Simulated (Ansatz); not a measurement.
The cluster Te₄Pb₄ (the lowest singlet isomer of a short search). Charge 0, multiplicity 1. Geometry PBE-D4/def2-SVP, basis def2-TZVP, Ansatz.

```xyz
8

Pb   -0.643   -0.604   -2.350
Pb    0.214    2.493    0.196
Pb   -1.767   -0.814    1.586
Pb    2.196   -1.075    0.567
Te   -2.426    1.188   -0.630
Te    0.712    0.665    2.597
Te   -0.237   -2.756   -0.214
Te    1.951    0.902   -1.753
```

```tsv
run	HOMO (eV)	LUMO (eV)
A	-5.90	-2.09
B	-5.74	-2.14
C	-5.18	-2.98
D	-5.18	-2.58
E	-4.96	-2.70
```

In the def2 sets Pb, Te take a core potential; there is no spin–orbit coupling. The structure comes from a short search, and lower isomers may exist.

Task: The runs used LDA (SPW92), PBE, PBE0, r2SCAN, r2SCAN0. Estimate which is which.

Result: A r2SCAN0 (25 % exact exchange); B PBE0 (25 % exact exchange); C LDA (SPW92) (0 % exact exchange); D r2SCAN (0 % exact exchange); E PBE (0 % exact exchange). Exact exchange lowers occupied and raises empty levels; among semilocal functionals meta-GGAs tend to open the gap a little, and such runs are hard to tell apart. The gap grows from 2.20 eV (LDA (SPW92)) to 3.81 eV (r2SCAN0).
